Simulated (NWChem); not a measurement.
Molecule: CHBClF3; SMILES FC(F)(F)BCl

```xyz
7

B      0.8040    -0.5754     0.0503
C      0.0091     0.8144     0.0048
F     -1.3338     0.7235     0.0216
F      0.3593     1.4773    -1.1289
F      0.3777     1.5848     1.0596
Cl    -0.0407    -2.0896     0.0026
H      1.9881    -0.5571     0.1052
```
Atoms are numbered in this order, from 1.

Results from NWChem. Pople sets run with spherical d functions. Structure relaxed at the B3LYP/6-31G* (spherical d) level.

### Question
Among these, which level gives the highest value of “orbital gap (eV)”?
(A) Hartree-Fock/6-311G**
(B) Hartree-Fock/STO-3G
(C) Hartree-Fock/6-311++G**
(D) Hartree-Fock/3-21G

### Answer
B, Hartree-Fock/STO-3G. Values: Hartree-Fock/6-311++G** 13.88; Hartree-Fock/3-21G 14.00; Hartree-Fock/6-311G** 14.16; Hartree-Fock/STO-3G 14.89
